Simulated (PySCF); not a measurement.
C₆ coefficients of unlike pairs at PBE

Calculated with PySCF 2.14 from the dipole response of each species, C₆(A,B) = (3/π) ∫ α_A(iu) α_B(iu) du, in atomic units, from isotropic polarisabilities. For ions this is the dispersion term alone; charge-induced terms of lower order in 1/R come first.

| species | configuration | basis | relativity | α (bohr³) | C₆ (like pair) |
| --- | --- | --- | --- | --- | --- |
| Ni+ | [Ar] 3d9 (2D) | def2-TZVPPD (6s6p4d2f1g) | none | 7.067 | 15.45 |
| Si+ | [Ne] 3s2 3p1 (2P) | aug-cc-pVTZ-DK (6s5p3d2f) | spin-free X2C | 19.07 | 100.6 |
| Al(3+) | [Ne] (1S) | aug-cc-pCVTZ-DK (8s7p5d3f) | spin-free X2C | 0.2454 | 0.2178 |
| P(2+) | [Ne] 3s2 3p1 (2P) | dyall-av2z (13s9p2d) | none | 9.201 | 33.17 |

(1) Estimate C₆ for Al(3+) with Ni+.

No spin-orbit coupling is included.

The other pairs:

| pair | C₆ |
| --- | --- |
| P(2+), Si+ | 56.94 |
| Al(3+), Si+ | 2.471 |
| Si+, Ni+ | 37.46 |
| P(2+), Al(3+) | 1.625 |
| P(2+), Ni+ | 21.76 |

Results:

(1) The integral gives 1.389. The combination rule 2 C_A C_B / (C_A α_B/α_A + C_B α_A/α_B) gives 0.9881 and the geometric mean 1.834.
